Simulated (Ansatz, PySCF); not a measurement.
Energy difference R1 → P1 + P2, each structure at its B3LYP-D3(BJ)/def2-TZVP stationary point, reached from a drawn start (curvature not checked).
R1: F2OZr (SMILES [O]=[Zr]([F])[F]), charge 0, multiplicity 1.
P1, FOZr (SMILES [O]=[Zr][F]) (charge 0, multiplicity 2, Z-matrix in Å and degrees):
```
Zr
O 1 1.7391
F 1 1.9208 2 108.42
```
P2: F atom, charge 0, multiplicity 2.

```tsv
level	reaction energy (eV)	cost
HF/def2-SVP	4.996	-
HF/def2-TZVPP	4.883	-
HF/def2-QZVPP	4.921	-
PBE/def2-TZVPP	6.602	×1
BLYP/def2-TZVPP	6.479	×1
revPBE/def2-TZVPP	6.382	×1
r2SCAN/def2-TZVPP	6.504	×3
B97M-V/def2-TZVPP	6.496	×3
B3LYP/def2-TZVPP	6.398	×0.8
M06-2X/def2-TZVPP	6.353	-
wB97X-V/def2-TZVPP	6.683	×4
B2PLYP/def2-TZVPP	6.511	×2
MP2/def2-SVP	6.697	-
MP2/def2-TZVPP	6.860	-
SCS-MP2/def2-SVP	6.584	-
SCS-MP2/def2-QZVPP	6.871	-
CCSD/def2-SVP	6.347	-
CCSD/def2-QZVPP	6.548	-
CCSD(T)/def2-SVP	6.364	×1
CCSD(T)/def2-QZVPP	6.640	×50*
```

P less R. No zero-point or thermal terms; singlets are restricted closed shells; open shells are unrestricted; no spin–orbit coupling. The spin states of the d-block species are the ones drawn and need not be the lowest.

Correlated levels freeze the cores.

Programs: Ansatz (Gaussian basis) for Hartree–Fock, density functionals and correlated methods; PySCF for M06-2X. No computed number here is a measurement. Elements past Kr take the def2 small-core potentials, without spin–orbit coupling.

Costs are rough ratios of core time to PBE/def2-TZVPP (about 10 s over the structures, on one shared machine); a dash marks a level with no comparable run of its own. A star marks coupled-cluster runs past 200 virtual orbitals, where the program's memory plan changes under this machine's limit, so their costs aren't comparable with smaller runs.

Ansatz is a first-principles code.
